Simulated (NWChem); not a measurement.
A series in which one site is exchanged, each optimised at PBE0/def2-SVP with NWChem, gas phase unless a solvent is named. For some, no frequency run checked for a minimum. def2 effective core potentials on I, Hf; no spin-orbit coupling.

A: [F][HfH3] (HfH3F; site = F)
B: [Br][HfH3] (HfH$_{3}$Br; site = Br)
C: [Cl][HfH3] (HfH₃Cl; site = Cl)
D: [I][HfH3] (HfH$_{3}$I; site = I)

```csv
quantity,A,B,C,D
"dipole (D), PBE0/def2-SVP",0.60,0.50,0.59,…
"orbital gap (eV), PBE0/def2-SVP",6.53,6.32,6.39,…
"static polarisability, PBE/def2-SVPD (bohr³)",49.0,71.8,63.5,…
"lowest singlet excitation, PBE/def2-SVPD, TDA (eV)",4.25,4.03,4.08,…
```

### Question
Complete the blanks.

### Answer

- dipole (D), PBE0/def2-SVP, D: 0.42
- orbital gap (eV), PBE0/def2-SVP, D: 5.92
- static polarisability, PBE/def2-SVPD (bohr³), D: 86.6
- lowest singlet excitation, PBE/def2-SVPD, TDA (eV), D: 3.89
